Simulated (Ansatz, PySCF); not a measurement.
This Ansatz (a first-principles code) input computes a PBE/def2-TZVPD energy:

Ansatz 0.2 input:
```yaml
crystal:
  periodic: [false, false, false]
  atoms:
    - {symbol: Ge, position_ang: [0.00319734, -0.00156777, 0.93712718]}
    - {symbol: I, position_ang: [1.07271615, -1.87185257, -0.28970187]}
    - {symbol: I, position_ang: [-1.07464661, 1.87279915, -0.27611076]}
basis:
  gaussian:
    orbitals: def2-TZVPD
hamiltonian:
  xc: {name: PBE}
total_charge: 1
magnetization: {spin_polarized: true, initial_magnetization: 1}
output: {forces: true}
```

Question: Write an input for the same energy in PySCF and say what it gives.

Answer: 
```python
from pyscf import gto, scf, dft

mol = gto.M(
    atom='''
    Ge    0.00319734   -0.00156777    0.93712718
    I     1.07271615   -1.87185257   -0.28970187
    I    -1.07464661    1.87279915   -0.27611076
    ''',
    basis='def2-tzvpd',
    ecp='def2-tzvp',
    charge=1,
    spin=1,
    verbose=4,
)

mf = dft.UKS(mol, xc='pbe').density_fit(auxbasis='def2-universal-jkfit')
mf.grids.level = 3
mf.conv_tol = 1e-9
mf.max_cycle = 100
mf.max_memory = 1500
mf.kernel()
if not mf.converged:
    mf = mf.newton()
    mf.kernel(mf.make_rdm1())
for _ in range(2):
    mo, _, stable, _ = mf.stability(return_status=True)
    if stable:
        break
    mf.kernel(mf.make_rdm1(mo, mf.mo_occ))
mf.analyze()
```
It gives -2671.85472 Eh, and Ansatz -2671.85469 Eh, a difference of 0.03 mEh, from the treatment of integrals and grids.
